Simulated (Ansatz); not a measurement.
AlH₇OSi₂ (`O[SiH2][AlH][SiH3]`) from Hartree–Fock to CCSD(T)

```csv
atom,x (Å),y (Å),z (Å)
O1,-0.728,-2.316,-0.240
Si2,-1.508,-1.003,-0.894
Al3,-0.524,1.125,-0.119
Si4,1.685,1.059,0.968
H5,0.228,-2.276,-0.192
H6,-2.933,-1.161,-0.493
H7,-1.483,-1.060,-2.391
H8,-1.264,2.521,-0.307
H9,2.332,-0.279,0.824
H10,2.632,2.067,0.411
H11,1.564,1.323,2.433
```

Total charge 0; spin multiplicity 1. The geometry is a stationary point of PBE0-D4/def2-TZVP. It is one conformer, not always the lowest. Frozen core, restricted reference, Ansatz. CBS rows extrapolate triple and quadruple zeta; past MP2 they add the triple-zeta difference.

| basis | HF (Eh) | MP2 corr. | CCSD corr. | (T) | CCSD(T) total |
| --- | --- | --- | --- | --- | --- |
| def2-TZVPP | -898.80649 | -0.57023 | -0.63081 | -0.02128 | -899.45858 |
| def2-QZVPP | -898.83536 | -0.61463 | – | – | – |
| CBS(def2) | -898.83934 | -0.64752 | -0.70811 | as TZ | -899.56873 |
